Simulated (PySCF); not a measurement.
Compound: C₄H₁₂N₂OSi₂.
Z-matrix (Å and degrees, PBE0-D3(BJ)/def2-SVP geometry), rows numbered from 1:
```
C 
C   1  1.5082
O   2  1.2210  1  122.87
N   2  1.3637  1  117.44  3  -179.93
Si  4  1.7798  2  115.87  1   178.57
C   5  1.8896  4  108.36  2   169.34
C   6  1.5431  5  107.98  4  -146.11
Si  7  1.8963  6  108.10  5    35.44
N   5  1.7304  4  113.57  2    60.21
H   1  1.0957  2  109.12  3    -2.00
H   1  1.1009  2  110.67  3  -122.58
H   1  1.1010  2  110.39  3   118.27
H   4  1.0130  2  119.16  1    -2.57
H   5  1.4893  4  106.95  2   -66.72
H   6  1.1050  5  106.97  4   -28.10
H   6  1.1022  5  113.53  4    89.02
H   7  1.1037  6  110.08  5   -81.10
H   7  1.1020  6  112.22  5   160.70
H   8  1.4972  7  112.75  6  -148.09
H   8  1.5009  7  112.39  6    91.11
H   9  1.0146  5  119.64  4   -58.05
```

Computed with PySCF at PBE0/pcSseg-1, non-relativistic, on one gas-phase PBE0-D3(BJ)/def2-SVP geometry that isn't relaxed in the solvent. The solvent is an IEF-PCM continuum (van der Waals radii × 1.2). Specific hydrogen bonds and non-electrostatic terms are outside this model.

| run | E − E(gas) (kcal/mol) | HOMO (eV) | HOMO–LUMO gap (eV) | dipole (D) |
| --- | --- | --- | --- | --- |
| gas | 0.00 | -7.22 | 7.52 | 3.52 |
| P | -7.50 | -7.27 | 7.60 | 4.81 |
| Q | -3.41 | -7.22 | 7.56 | 4.06 |

Question: The runs were made in acetone and benzene. Which run belongs to which solvent?

Answer: P = acetone, Q = benzene. The dielectric constants are 2.271 (benzene), 20.49 (acetone), and the energy falls further as ε rises. In this model the ground state sees the solvent through ε alone.

Question: How constant is the ratio of the lowering to (ε − 1)/(2ε + 1)?

Answer: 
```tsv
solvent	(ε − 1)/(2ε + 1)	E − E(gas) (kcal/mol)	ratio (kcal/mol)	polarisation term (kcal/mol)
benzene	0.229	-3.41	-14.9	-3.69
acetone	0.464	-7.50	-16.2	-8.98
```

The ratio changes by +8.6 % in size from benzene to acetone. The polarisation term is half the interaction of the solute with the induced surface charges.
